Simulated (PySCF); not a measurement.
Compound: C4H10OSi.
Atom-mapped SMILES: `[OH:1][CH2:2][C@H:3]1[CH2:4][CH2:5][SiH2:6]1`

Cartesian coordinates in Å at the GFN2-xTB level; atoms count from 1:
```xyz
16
C4H10OSi angstrom
O      2.612    0.072    0.530
C      1.417   -0.541    0.962
C      0.316   -0.440   -0.083
C     -1.101   -0.770    0.433
C     -1.846    0.519    0.026
Si    -0.220    1.340   -0.563
H      2.879   -0.337   -0.301
H      1.602   -1.593    1.235
H      1.131   -0.001    1.868
H      0.587   -1.075   -0.931
H     -1.521   -1.667   -0.022
H     -1.101   -0.912    1.513
H     -2.580    0.341   -0.757
H     -2.371    0.992    0.853
H     -0.117    1.675   -1.985
H      0.305    2.408    0.281
```

NICS = −σ at a ghost point: NICS(0) at the centroid of the ring atoms, NICS(1) 1 Å to either side along the normal of their mean plane, zz for the tensor component along that normal. Level: GIAO PBE0/pcSseg-1 (PySCF, non-relativistic, gas phase) on the GFN2-xTB geometry, one conformer.

Ring bond lengths (Å), with Mayer bond orders in brackets: C3–C4 1.543 (0.96), C4–C5 1.544 (1.00), C5–Si6 1.915 (0.94), Si6–C3 1.921 (0.88).

Problem. What do the NICS probes read (ppm)?

Solution. 
```csv
ring,type,NICS(0),"NICS(1), two faces","NICS(1)zz, two faces",rms pucker (Å),"centre to ring atoms, mean (Å)"
C3–C4–C5–Si6,4-membered ring with Si; formal bonds all single,2.2,0.2 / -0.2,6.3 / 5.4,0.04,1.22
```

Problem. What do they say, and how far can they be read as aromaticity?

Solution. 
- C3–C4–C5–Si6: mean NICS(1)zz 5.8 ppm, deshielded. C3, C4, C5, Si6 have four or more neighbours, so the value isn't read as a sign of a π ring current.

Problem. List the ring angles and the Hirshfeld charges of the ring atoms.

Solution. 
- C3–C4–C5–Si6: C3 91.5° (-0.122 e), C4 100.2° (-0.070 e), C5 91.7° (-0.165 e), Si6 76.2° (+0.340 e); sum 359.6° against 360° for a flat convex ring.

On an Arm Neoverse N1 with one thread (shared host), this took 45 s wall (grids of density and orbitals included) and 0.73 GiB of memory at its peak. This is the whole shielding run at PBE0/pcSseg-1, SCF included.
